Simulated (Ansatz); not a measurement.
```yaml
crystal:
  periodic: [false, false, false]
  atoms:
    - {symbol: N, position_ang: [-0.601448, 0.167968, -1.349107]}
    - {symbol: Ti, position_ang: [0.316730, 0.234738, 0.271243]}
    - {symbol: O, position_ang: [1.570580, -1.026938, 0.181440]}
    - {symbol: O, position_ang: [-0.797109, -0.082820, 1.633235]}
    - {symbol: Cl, position_ang: [1.173569, 2.276832, 0.529192]}
    - {symbol: H, position_ang: [-1.275638, 0.852813, -1.662193]}
    - {symbol: H, position_ang: [-0.387890, -0.488755, -2.086582]}
    - {symbol: H, position_ang: [1.829041, -1.743114, 0.763100]}
    - {symbol: H, position_ang: [-1.739336, -0.236924, 1.702473]}
basis:
  gaussian: {orbitals: def2-SVPD}
hamiltonian: {xc: {name: HF}}
correlation: {active_space: {window: {electrons: 3, orbitals: 2}}}
accuracy: high
output: {forces: true}
```

```sh
$ ansatz run in.yaml --threads 2 --pin off --events-out ev --progress --plain --max-ram 22528MiB --backend cpu
```

(1) How does Ansatz answer? (An estimate is asked.)

Answers

(1) The calculation gave: The run stopped with an error.
```
Functional definition: HF
3318 factors; integrals over basis functions are off by at most 4.0e-9 eV
mean field evaluation 1: about -41193.7587 eV, gradient 7.1e1 eV
mean field evaluation 2: about -41193.8670 eV, gradient 7.1e1 eV
mean field evaluation 4: about -41203.7492 eV, gradient 8.5e0 eV
mean field evaluation 8: about -41203.9619 eV, gradient 7.3e-1 eV
mean field evaluation 16: about -41203.9645 eV, gradient 4.9e-7 eV
mean field -41203.96454302 eV, -1514.2177679058 hartree, gradient 1.5e-8 eV, S^2 0.000000; 0 other end points of the search recorded, 0 dependent functions left out
reference -41203.96454302 eV, -1514.2177679058 hartree; 33, 33 occupied and 126, 126 virtual orbitals, 3318 factors
Error: 3 electrons in 2 orbitals form no window around the highest filled level of the reference
```
